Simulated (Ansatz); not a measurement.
Molecule: C$_{2}$H$_{3}$F$_{3}$O$_{2}$Si (charge 0, singlet). 
Coordinates optimised at B3LYP-D3(BJ)/def2-TZVP (Ansatz, a first-principles code):
```xyz
11

C     -2.9950    -0.0406    -0.1543
C     -1.6103     0.3006     0.2956
O     -1.3036     1.0454     1.1808
O     -0.6588    -0.3600    -0.4461
Si     0.9473    -0.1794    -0.1769
F      1.4249     1.2981    -0.4065
F      1.6598    -1.1003    -1.2326
F      1.3656    -0.6567     1.2587
H     -3.7204     0.4959     0.4497
H     -3.1115     0.2203    -1.2071
H     -3.1520    -1.1168    -0.0682
```

Property: atomisation energy (electronic, to ground-state atoms), in kJ/mol. Cores are frozen in the correlated levels unless marked. UHF or UKS for open shells. No spin-orbit coupling. Non-relativistic. The coupled-cluster limit lacks core correlation, which all-electron functionals hold. Basis-set limits of correlation are two-point, X^-3; Hartree-Fock from the larger set.

```json
[
 {"level": "BLYP-D3(BJ)/def2-TZVPD", "program": "Ansatz + dftd3", "atomisation energy (kJ/mol)": "(withheld)"},
 {"level": "B97M-V/def2-TZVPD", "program": "Ansatz", "atomisation energy (kJ/mol)": "(withheld)"},
 {"level": "B3LYP-D3(BJ)/def2-TZVPD", "program": "Ansatz + dftd3", "atomisation energy (kJ/mol)": "5049.6"},
 {"level": "B3LYP/def2-TZVPD", "program": "Ansatz", "atomisation energy (kJ/mol)": "5011.6"},
 {"level": "B2GP-PLYP/def2-TZVPD", "program": "Ansatz", "atomisation energy (kJ/mol)": "(withheld)"},
 {"level": "B2PLYP-D3(BJ)/def2-TZVPD", "program": "Ansatz + dftd3", "atomisation energy (kJ/mol)": "5054.1"},
 {"level": "SCS-MP2/6-31G", "program": "Ansatz", "atomisation energy (kJ/mol)": "3998.6"},
 {"level": "SCS-MP2/6-31G*", "program": "Ansatz", "atomisation energy (kJ/mol)": "4797.3"},
 {"level": "SCS-MP2/cc-pV(Q+d)Z", "program": "Ansatz", "atomisation energy (kJ/mol)": "5171.1"},
 {"level": "CCSD/STO-3G", "program": "Ansatz", "atomisation energy (kJ/mol)": "3949.1"},
 {"level": "CCSD/aug-cc-pV(T+d)Z", "program": "Ansatz", "atomisation energy (kJ/mol)": "4900.0"},
 {"level": "CCSD(T)/CBS(cc-pV(T+d)Z,cc-pV(Q+d)Z)", "program": "Ansatz", "atomisation energy (kJ/mol)": "5118.1"}
]
```

Fill in the missing entries.


- BLYP-D3(BJ)/def2-TZVPD, atomisation energy (kJ/mol): 5078.6
- B97M-V/def2-TZVPD, atomisation energy (kJ/mol): 5090.2
- B2GP-PLYP/def2-TZVPD, atomisation energy (kJ/mol): 5032.9
